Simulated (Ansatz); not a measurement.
Isolated molecules relaxed with PBE0-D4/def2-TZVP in Ansatz; ΔE leaves out vibrations. CBS: MP2 limit from def2 TZ/QZ plus the TZ coupled-cluster correction, frozen cores. This one scheme is used for every species. Functionals use def2-TZVPP. One conformer a species, not always the lowest.

`O[SiH2][AlH][SiH3]` + NH₃ → `[NH2][AlH][SiH2]O` + SiH₄  (cleavage of the Al–Si bond)

`O[SiH2][AlH][SiH3]`:

```xyz
11

O    -1.672   -0.285   -1.754
Si   -0.455   -1.365   -1.417
Al    1.126   -0.471    0.254
Si    0.448    1.505    1.559
H    -2.051    0.189   -1.013
H     0.188   -1.645   -2.730
H    -1.018   -2.668   -0.938
H     2.551   -1.130    0.515
H    -0.999    1.823    1.369
H     0.670    1.334    3.024
H     1.213    2.713    1.131
```

NH₃:

```xyz
4

N     0.021    0.145    0.241
H    -0.163   -0.837    0.408
H    -0.730    0.492   -0.343
H     0.872    0.199   -0.306
```

`[NH2][AlH][SiH2]O`:

```xyz
10

N     1.190    1.418    0.914
Al   -0.115    1.228   -0.268
Si   -0.992   -1.060   -0.544
O    -0.069   -2.189    0.262
H     1.655    2.285    1.132
H     1.535    0.680    1.506
H    -0.582    2.529   -1.051
H    -1.119   -1.429   -1.990
H    -2.355   -1.209    0.039
H     0.850   -2.253    0.001
```

SiH₄:

```xyz
5

Si    0.000    0.000    0.000
H    -1.017   -0.912   -0.580
H     0.806    0.601   -1.093
H     0.891   -0.765    0.908
H    -0.679    1.077    0.764
```

```csv
level,ΔE (kJ/mol),difference from CCSD(T)/CBS
B2PLYP,-100.7,-7.6
PBE,-77.5,15.6
r2SCAN,-91.5,1.6
PBE0,-79.8,13.3
SCS-MP2/def2-TZVPP,-105.0,-11.9
HF/def2-QZVPP,-106.2,-13.1
SCS-MP2/def2-QZVPP,-105.0,-11.9
HF/CBS(def2),-106.3,-13.2
MP2/CBS(def2),-102.6,-9.5
CCSD/CBS(def2),-94.3,-1.2
CCSD(T)/CBS,-93.1,0
```

Largest T1 diagnostic among the species: 0.013.
